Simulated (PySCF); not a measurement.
Predicted microwave data (PBE0/pcSseg-1 in PySCF (dipole) on a GFN2-xTB geometry, gas phase) for one isomer of C2H16Si5:

| Property | Result |
| --- | --- |
| Rotational constants | A = 1009, B = 532.5, C = 522.8 MHz |
| Dipole components | \|μa\| = 1.09 D, \|μb\| = 0.00 D, \|μc\| = 0.86 D |
| Inertial defect | -483.44 u·Å² |
| κ | -0.96 |

Problem. Which candidate fits, each taken in the one conformer that was computed?
A. `[CH3:1][CH2:2][SiH2:3][Si@@H:4]([SiH3:5])[SiH2:6][SiH3:7]` with C1–C2–Si3–Si4 -178°, C2–Si3–Si4–Si5 -63°, Si3–Si4–Si6–Si7 63°
B. `[CH3:1][Si@@H:2]([CH2:3][SiH3:4])[SiH:5]([SiH3:6])[SiH3:7]` with C1–Si2–C3–Si4 64°, C1–Si2–Si5–Si6 -34°
C. `[CH3:1][SiH2:2][Si:3]([SiH3:4])([SiH3:5])[CH2:6][SiH3:7]` with C1–Si2–Si3–Si4 31°, Si2–Si3–C6–Si7 -68°
D. `[CH3:1][SiH2:2][CH2:3][Si:4]([SiH3:5])([SiH3:6])[SiH3:7]` with C1–Si2–C3–Si4 180°
E. `[CH3:1][SiH2:2][SiH2:3][SiH2:4][SiH2:5][CH2:6][SiH3:7]` with C1–Si2–Si3–Si4 58°, Si2–Si3–Si4–Si5 61°, Si3–Si4–Si5–C6 -175°, Si4–Si5–C6–Si7 68°

Solution. D. It is C[SiH2]C[Si]([SiH3])([SiH3])[SiH3], a near-prolate asymmetric top, point group Cs. The candidates at the same level (rigid rotor, commonest isotopes):

```csv
SMILES,A (MHz),B (MHz),C (MHz),μa (D),μb (D),μc (D),Δ (u·Å²),point group,rotor
C[Si@@H](C[SiH3])[SiH]([SiH3])[SiH3],1200,549.8,468.0,0.72,0.62,0.10,-260.56,C1,asymmetric top
CC[SiH2][Si@@H]([SiH3])[SiH2][SiH3],867.2,582.0,396.6,0.32,0.25,0.38,-176.76,C1,asymmetric top
C[SiH2][Si]([SiH3])([SiH3])C[SiH3],831.6,682.9,585.7,0.07,0.10,0.26,-484.90,C1,asymmetric top
C[SiH2]C[Si]([SiH3])([SiH3])[SiH3],1009,532.5,522.8,1.09,0.00,0.86,-483.44,Cs,near-prolate asymmetric top
C[SiH2][SiH2][SiH2][SiH2]C[SiH3],1457,387.4,348.5,0.52,0.08,0.14,-201.28,C1,near-prolate asymmetric top
```

`CC[SiH2][Si@@H]([SiH3])[SiH2][SiH3]` has C 24 % too low; `C[Si@@H](C[SiH3])[SiH]([SiH3])[SiH3]` has A 19 % too high; `C[SiH2][Si]([SiH3])([SiH3])C[SiH3]` has B 28 % too high; `C[SiH2][SiH2][SiH2][SiH2]C[SiH3]` has A 44 % too high. In the right answer the mirror of this Cs structure is the ac plane, so μb vanishes by symmetry. No structure here is proved a minimum.
